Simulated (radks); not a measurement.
Results of a calculation; reference values are marked as such.
V+, 22 electrons, occupied as [Ne] 3s2 3p5 3d4 4s1 (not the ground configuration).

Level of theory: non-relativistic Kohn-Sham, OLYP, spin-polarised, spherical densities, point nucleus; open shells are filled with parallel spins first (a radial shooting solver on a logarithmic mesh with Libxc functionals).

Energy parts (eV):
| part | energy |
|---|---|
| total | -25647.127 |
| kinetic | 25627.393 |
| electron-nucleus | -60625.974 |
| Hartree | 10582.349 |
| exchange-correlation | -1230.895 |

Orbitals (lengths in bohr, moments of r in powers of bohr; <r^-3> diverges for s and p1/2):
\begin{tabular}{lrrrrrr}
orbital & occ. & eigenvalue (eV) & <1/r> & <r> & <r^4> & <r^-3> \\ \hline
1s up & 1 & -5336.536 & 22.52 & 0.06705 & 0.00009307 & - \\
1s down & 1 & -5336.110 & 22.52 & 0.06705 & 0.00009305 & - \\
2s up & 1 & -605.6552 & 4.738 & 0.3109 & 0.02289 & - \\
2s down & 1 & -603.8161 & 4.751 & 0.3100 & 0.02254 & - \\
2p up & 3 & -512.7244 & 4.679 & 0.2750 & 0.01778 & 302.4 \\
2p down & 3 & -511.0717 & 4.689 & 0.2741 & 0.01746 & 303.6 \\
3s up & 1 & -79.8325 & 1.479 & 0.9506 & 1.750 & - \\
3s down & 1 & -73.9619 & 1.462 & 0.9584 & 1.831 & - \\
3p up & 3 & -54.4433 & 1.358 & 1.009 & 2.492 & 36.14 \\
3p down & 2 & -48.6957 & 1.336 & 1.025 & 2.735 & 34.73 \\
3d up & 4 & -15.1347 & 1.026 & 1.292 & 11.42 & 2.876 \\
4s up & 1 & -11.2260 & 0.4409 & 2.966 & 161.4 & - \\
3d down & 0 & -10.3531 & 0.9361 & 1.481 & 22.97 & 2.436 \\
4p up & 0 & -7.0151 & 0.3489 & 3.724 & 426.4 & 2.548 \\
\end{tabular}

The highest occupied level is 4s up at -11.226 eV. The electron density at the nucleus is 8178 e/bohr^3. Spin moment in Bohr magnetons: 6. The density falls to 0.001 e/bohr^3 at r = 4.02 bohr. Virial ratio -V/T = 2.00077. Summed over all electrons, <r^2> = 27.63 bohr^2, which gives a Langevin (diamagnetic) susceptibility term of -21.9 x 10^-6 cm^3/mol.
